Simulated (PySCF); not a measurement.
Job file and geometry (Å, from GFN2-xTB) of an NMR shielding run on SMILES CC(C)CB(F)Cl, C₄H₉BClF, PySCF 2.14.0, density-fitted response routines, GIAO PBE0/pcSseg-1 NMR shielding, non-relativistic, gas phase; density fitting, a coarse starting grid and PySCF grid level 2 are the driver's defaults:

```
$ OMP_NUM_THREADS=1 python probes_run.py task.json out

{"job": {"kind": "nmr", "xc": "PBE0", "basis": "pcSseg-1"}, "charge": 0, "multiplicity": 1}
C     -1.276913    -1.050110     0.855555
C     -0.337420     0.074169     0.428249
C     -0.991942     0.936717    -0.647871
C      0.991833    -0.504731    -0.093406
B      2.100072     0.585474    -0.394185
F      2.209523     1.661724     0.369615
Cl     3.247477     0.447403    -1.662996
H     -2.214449    -0.640971     1.224156
H     -0.830827    -1.647703     1.647061
H     -1.495652    -1.702363     0.012844
H     -0.122420     0.704079     1.297178
H     -1.207435     0.340983    -1.532474
H     -1.924911     1.359191    -0.282640
H     -0.332556     1.752726    -0.935546
H      0.790656    -1.125814    -0.968344
H      1.387363    -1.181830     0.671392
```

Problem. Write the output of this run.

Solution. 
```
coarse grid: 13720 points
cycle   1  E = -742.2127110277  dE =  6.312e-01  |g| = 5.774e-01  |ddm| = 3.335e+00
cycle   2  E = -742.1765453860  dE =  3.617e-02  |g| = 7.674e-01  |ddm| = 9.028e-01
cycle   3  E = -742.2830451092  dE = -1.065e-01  |g| = 8.370e-02  |ddm| = 5.031e-01
cycle   4  E = -742.2842761576  dE = -1.231e-03  |g| = 2.507e-02  |ddm| = 7.241e-02
cycle   5  E = -742.2843880565  dE = -1.119e-04  |g| = 5.529e-03  |ddm| = 2.119e-02
cycle   6  E = -742.2843949647  dE = -6.908e-06  |g| = 1.602e-03  |ddm| = 6.944e-03
final grid: 127744 points
cycle   7  E = -742.3281438122  dE = -5.704e-05  |g| = 9.558e-03  |ddm| = 2.885e-02
cycle   8  E = -742.3281342776  dE =  9.535e-06  |g| = 1.123e-02  |ddm| = 1.757e-02
cycle   9  E = -742.3281668504  dE = -3.257e-05  |g| = 7.411e-04  |ddm| = 9.915e-03
cycle  10  E = -742.3281669483  dE = -9.787e-08  |g| = 2.077e-04  |ddm| = 8.100e-04
cycle  11  E = -742.3281669572  dE = -8.932e-09  |g| = 5.177e-05  |ddm| = 1.598e-04
cycle  12  E = -742.3281669578  dE = -5.098e-10  |g| = 1.666e-05  |ddm| = 4.928e-05
converged SCF energy = -742.3281669578

GIAO shielding tensors (ppm)
atom      isotropic    diamagn.    paramagn.     s11        s22        s33       span
  0 C      159.474     247.292     -87.818    141.560    149.678    187.183     45.623
  1 C      157.590     246.478     -88.888    152.305    158.673    161.793      9.488
  2 C      160.247     249.239     -88.992    144.367    150.410    185.964     41.597
  3 C      150.231     254.407    -104.175    130.949    139.483    180.262     49.313
  4 B       53.317     190.937    -137.620      7.727     72.711     79.514     71.786
  5 F      192.351     468.573    -276.222     13.264    150.721    413.067    399.803
  6 Cl     749.261    1147.310    -398.048    460.554    865.143    922.087    461.533
  7 H       30.567      30.094       0.473     26.158     27.942     37.601     11.443
  8 H       30.624      30.347       0.277     26.321     28.263     37.288     10.967
  9 H       31.011      30.829       0.182     27.737     29.257     36.038      8.300
 10 H       29.727      32.955      -3.228     25.915     28.818     34.447      8.532
 11 H       31.085      31.603      -0.518     28.338     29.087     35.828      7.490
 12 H       30.586      30.751      -0.165     26.315     27.799     37.643     11.327
 13 H       30.709      31.280      -0.571     25.908     30.368     35.852      9.944
 14 H       30.601      32.979      -2.378     26.900     30.926     33.978      7.078
 15 H       30.380      31.624      -1.244     26.017     30.005     35.119      9.102
```

Size and cost of the density-fitted run: 171 basis functions, 23 s wall time on 1 thread of an Arm Neoverse V2, shared host; peak memory 0.77 GiB.
